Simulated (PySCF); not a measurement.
# Diatomic cations of K with the fourth-period p block

HF with double-zeta basis sets in PySCF, for the lowest determinant that a PBE0 search found; no spin–orbit coupling. De refers to high-spin ground-configuration atoms (the charge goes to the atom of lower measured ionisation energy or higher electron affinity, which is not always the lowest computed limit). A positive dipole points towards K; it is taken about the centre of mass and depends on that origin.

```
 M       basis  reference  charged atom  state (unpaired electrons)  Re (Å)  ωe (cm⁻¹)  De (eV)  μ (D)
Ga    def2-SVP        UHF            K+               doublet (σ ↑)   4.082       69.4     0.46   9.58
Ge  x2c-SVPall        UHF            K+          triplet (σ ↑, π ↑)   3.900       65.2     0.25  10.50
As     pcseg-1        UHF            K+         quartet (σ ↑, π ↑↑)   3.840       54.8     0.11  10.86
Se    def2-SVP        UHF            K+              triplet (π ↑↑)   3.613       82.4     0.35  10.35
Br  x2c-SVPall        UHF            K+               doublet (π ↑)   3.548       73.7     0.22  10.39
```

The shortest bond is that of KBr⁺ (3.548 Å), the longest that of KGa⁺ (4.082 Å).

The rows differ in basis set, which adds steps of its own.

The state changes along the series, so neighbouring rows are not always alike in their bonding.

Spin–orbit coupling is left out. For an ion De counts to the pair picked by the measured ionisation energies or electron affinities, which need not be the lowest pair at this level. Hartree–Fock leaves out correlation, which carries a large part of most bond energies and some tenths to 1 eV of ionisation energies. States were picked by a PBE0 search and need not be the measured ground states.
